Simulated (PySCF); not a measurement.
arsine (AsH₃), SMILES [AsH3]. Heavy atoms are numbered as in [AsH3:1]. Hydrogens are named by the atom that carries them.

Geometry: PBE-D3(BJ)/def2-TZVPD.

Calculation: PBE0/pcSseg-2 (PySCF).

GIAO shieldings, no solvent; atoms alike by connectivity are averaged. δ = σ(ref) − σ: ⁷⁵As against AsH3 (σ = 1914.7 ppm); ¹H against TMS (σ = 31.54 ppm), references at their B3LYP-D3(BJ)/def2-TZVP geometries, non-relativistic.

Computed chemical shifts:
```
nucleus       atoms  count  δ (ppm)
-------  ----------  -----  -------
⁷⁵As     As1 (AsH3)      1      0.9
¹H         H on As1      3     2.79
```
